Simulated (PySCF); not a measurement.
A TDDFT job was run through a driver script with this input:

```
{"job": {"kind": "uv", "xc": "wB97X-D", "basis": "def2-SVPD", "nstates": 8, "ntriplets": 3}, "charge": 0, "multiplicity": 1}
C      3.646823    -0.370968     0.746533
C      2.638452    -0.293165     0.088710
B      1.359549    -0.192526    -0.685016
C     -0.000457    -0.253586     0.044292
Br     0.011185    -0.505302     1.967175
C     -1.185329    -0.133636    -0.569235
C     -2.540836    -0.162927     0.033165
H      4.530909    -0.440199     1.312254
H      1.372483    -0.063643    -1.849466
H     -1.157322     0.020839    -1.641727
H     -3.223377    -0.725536    -0.602028
H     -2.926257     0.855883     0.107037
H     -2.530210    -0.595995     1.030579
```

Its output, with some lines taken out ([cut]) and without the SCF cycles:

```
converged SCF energy = -2792.5838156223

[cut]

Singlet excitations
state   eV       nm        f      main configurations
  1   4.1770    296.8   0.00020   H-2->L 0.56, H-1->L 0.36
[cut]
[cut]
[cut]
  5   5.8402    212.3   0.00064   H->L+1 0.77, H->L+2 0.09
[cut]
  7   6.3405    195.5   0.00301   H-1->L+1 0.62, H-2->L+1 0.14, H-1->L+2 0.10
  8   6.6896    185.3   0.15834   H-4->L 0.85

[cut]
```

Theory: TDDFT wB97X-D/def2-SVPD, vertical, gas phase, core orbitals frozen in the response (PySCF 2.14.0, density-fitted response routines). One conformer (not necessarily the lowest) at the GFN2-xTB geometry, without solvent, vibrations or thermal averaging. Relativistic effects, spin–orbit coupling among them, are left out although an element past zinc is present.

Problem. What stood in the cut lines?

Solution. 
```
Static polarisability (au): isotropic 98.021, principal 63.032 91.569 139.463
  2   4.5688    271.4   0.18180   H->L 0.98
  3   4.8184    257.3   0.00327   H-1->L 0.59, H-2->L 0.38
  4   5.4677    226.8   0.12359   H-3->L 0.85
  6   6.2459    198.5   0.00045   H-5->L 0.86
Triplet excitations (Tamm-Dancoff, eV): 3.2491 3.9329 4.2023
```

Problem. What share of the summed oscillator strength falls to the strongest level in this window?

Solution. State 2 at 271 nm: 0.1818 of 0.4713, or 39%.

Problem. How many basis functions and electrons does this run hold?

Solution. 209 basis functions for 76 electrons in 38 doubly occupied orbitals.

Problem. What transition dipole goes with state 2?

Solution. |μ|² = 3f / (2ΔE) = 3 × 0.1818 / (2 × 0.1679) = 1.624 au, so |μ| = 3.24 D.

Problem. Which species is it?

Solution. `C#CB/C(Br)=C/C` (C5H6BBr).

H and L stand for HOMO and LUMO.

Shape of the structure used: `[CH:1]#[C:2][BH:3]/[C:4]([Br:5])=[CH:6]/[CH3:7]`: C2–B3–C4–Br5 -1°.

The pairwise dispersion term of wB97X-D wasn't added to the energies; at a given geometry it leaves orbitals and properties as they are.
